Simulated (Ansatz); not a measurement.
Relaxation of CH$_{8}$FNSi$_{2}$ (13 atoms, charge 0, multiplicity 1), to a largest force component of 0.015 eV/Å in at most 40 steps.

All numbers below come from RKS PBE0-D4/def2-SVP in Ansatz.

```xyz
13
Properties=species:S:1:pos:R:3
N 0.377 1.371 -0.903
C -0.329 0.304 -0.207
F -1.695 0.521 -0.365
Si 0.176 0.241 1.598
Si 0.119 -1.374 -0.903
H -0.031 2.303 -0.522
H 0.004 1.420 -1.870
H -0.637 -0.793 2.323
H -0.200 1.550 2.303
H 1.551 -0.031 1.868
H 0.665 -2.223 0.145
H 1.137 -1.259 -1.978
H -1.021 -2.047 -1.455
```

Q: Where does it end, and by what steps?

A: The run converged. After 13 steps the energy has fallen by 0.578 eV; H11 moved furthest, 1.23 Å.

| step | energy less start (eV) | largest force component (eV/Å) | accepted |
| --- | --- | --- | --- |
| 0 | 0.0000 | 1.847 | yes |
| 1 | -0.3731 | 1.168 | yes |
| 2 | -0.3919 | 1.155 | yes |
| 3 | -0.4664 | 0.409 | yes |
| 4 | -0.4968 | 0.143 | yes |
| 5 | -0.5243 | 0.110 | yes |
| 6 | -0.5398 | 0.335 | yes |
| 7 | -0.5685 | 0.075 | yes |
| 8 | -0.5602 | 0.367 | no |
| 9 | -0.5739 | 0.029 | yes |
| 10 | -0.5771 | 0.055 | yes |
| 11 | -0.5777 | 0.054 | yes |
| 12 | -0.5781 | 0.015 | yes |
| 13 | -0.5781 | 0.004 | yes |

```xyz
13
Properties=species:S:1:pos:R:3
N 0.548 1.300 -0.751
C -0.257 0.288 -0.202
F -1.656 0.490 -0.459
Si -0.108 0.284 1.704
Si 0.153 -1.394 -1.013
H 0.381 2.225 -0.358
H 0.514 1.355 -1.766
H -1.107 -0.656 2.288
H -0.384 1.676 2.178
H 1.266 -0.125 2.120
H 1.528 -1.833 -0.635
H 0.074 -1.207 -2.494
H -0.836 -2.421 -0.578
```

Run time: 57 s on 2 threads of Arm Neoverse V1 (shared host), peak memory 0.28 GiB.
